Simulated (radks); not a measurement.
Values are calculated unless marked as measured or tabulated.
Q: These are the eigenvalues of the occupied orbitals of an atom or ion with whole-number occupations (Ry). Level of theory: scalar-relativistic Kohn-Sham, LDA (Slater exchange, Perdew-Wang correlation), spin-polarised, spherical densities, finite nucleus; Fermi nuclear charge, rms radius of each element as measured or else 0.836 A^(1/3) + 0.57 fm (a radial shooting solver on a logarithmic mesh with Libxc functionals).

1s up: -62.38379
1s down: -62.30754
2s up: -4.12863
2s down: -3.98804
2p up: -2.45035
2p down: -2.30603

Which element is it, and in what charge state? The configuration may be excited. Open shells, if any, are filled with parallel spins first.

A: Z = 10, neon, charge +1: Ne+ in [He] 2s2 2p5. The list shows which subshells hold electrons but not how many an open one holds; the 1s level, -31.192 hartree, gives Z - s = 7.9 by -(Z - s)^2/2, which with screening and relativity narrows Z to a few neighbours, and the depths of the outer levels then fix element, charge and occupations together.
